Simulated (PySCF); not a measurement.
CH₁₂OSi₄, SMILES O[Si@H](C[SiH3])[SiH2][SiH3].

The structure is a stationary point at PBE0-D3(BJ)/def2-SVP. The structure was generated by enumeration; whether it is a known compound was not checked. One conformer was computed; it need not be the lowest.

The numbers are results of PBE/def2-TZVP (PySCF), not measurements.

The molecule is in vacuum.

```yaml
total_energy: -1277.89069 hartree
highest_occupied_level: -6.66 eV
lowest_empty_level: -1.27 eV
orbital_gap: 5.38 eV
dipole_moment: 1.87 D
quadrupole, principal values (traceless, Buckingham form, about the centre of nuclear charge): -5.29, -4.42, 9.71 D·Å
```
